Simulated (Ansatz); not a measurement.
`[SiH3]OB(Cl)Br` + `N[SiH3]` → `NB(Br)O[SiH3]` + `[SiH3]Cl` at 400 K and 1 bar (redistribution).

Program: Ansatz. Geometries: PBE0-D4/def2-TZVP. ΔE: electronic, gas phase. CCSD(T)/CBS adds triple-zeta CCSD(T) − MP2 to the extrapolated MP2 energy (def2 sets, frozen cores). This one scheme is used for every species. For Br outer-core shells are correlated without core-valence functions, which leaves a few kJ/mol of doubt a bond. Scalar relativity is left out up to krypton. Each species was taken in one conformer, which may not be the lowest.

```tsv
species	CCSD(T)/CBS energy (Eh)	H − E (kJ/mol)	S (J/(mol·K))
`[SiH3]OB(Cl)Br`	-3424.11513	127.5	398.9
`N[SiH3]`	-346.80422	153.0	285.3
`NB(Br)O[SiH3]`	-3020.25562	198.1	398.7
`[SiH3]Cl`	-750.69636	85.8	267.3
```

H − E and S are ideal-gas, rigid-rotor, harmonic terms from PBE0-D4/def2-TZVP, for one conformer and one mirror image of each species. 1 Eh = 2625.50 kJ/mol, R = 8.31446 J/(mol·K).

Problem. By hand: ΔE, ΔH, ΔS and ΔG.

Solution. ΔE = (-3020.25562) + (-750.69636) − (-3424.11513) − (-346.80422) = -0.03263 Eh = -85.7 kJ/mol. Δ(H − E) = 198.1 + 85.8 − 127.5 − 153.0 = 3.4, so ΔH = -82.3 kJ/mol. ΔS = 398.7 + 267.3 − 398.9 − 285.3 = -18.2 J/(mol·K). ΔG = -82.3 − 400 × (-18.2)/1000 = -75.0 kJ/mol.

Problem. By hand: the equilibrium constant, and the temperature at which ΔG would vanish if ΔH and ΔS stayed fixed.

Solution. log₁₀ K = −ΔG/(RT ln 10) = 9.8. ΔG = 0 at ΔH/ΔS = 4522 K, far beyond where these terms or the molecules hold.

ΔH outweighs TΔS. A doubt of 5 kJ/mol in ΔE shifts log₁₀ K by 0.7 here. Other conformers and mirror images would add mixing entropy, several J/(mol·K) or more a flexible species. These are equilibria of isolated gas molecules and say nothing of rates. Largest T1 diagnostic: 0.011 (customary marks: 0.02 for closed shells, 0.045 for open ones).
